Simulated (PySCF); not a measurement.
Computed shifts of a molecule C5H4F2O, PBE/pcSseg-1 (PySCF), GIAO, gas phase, atoms alike by connectivity averaged where their shifts nearly agree, in ppm (number of nuclei): ¹³C: 199.3 (1), 198.9 (1), 116.3 (1), 97.2 (1), 41.3 (1). ¹⁹F: -78.9 (1), -240.5 (1). ¹H: 5.80 (1), 5.35 (1), 3.15 (1), 3.06 (1). References: ¹⁷O against H2O (σ = 334.3 ppm); ¹³C against TMS (σ = 182.0 ppm); ¹⁹F against CFCl3 (σ = 133.6 ppm); ¹H against TMS (σ = 31.49 ppm), references at their B3LYP-D3(BJ)/def2-TZVP geometries, non-relativistic. Geometry optimised at ωB97X-D3(BJ)/def2-SVP. One conformer was computed; it need not be the lowest.

Task: Identify the compound among the candidates.
A. O=C1C=C(F)C[C@H]1F
B. F/C=C/C1=C(F)CO1
C. FC=C=CO/C=C/F
D. C=C1COC(F)=C1F

Result: A, O=C1C=C(F)C[C@H]1F
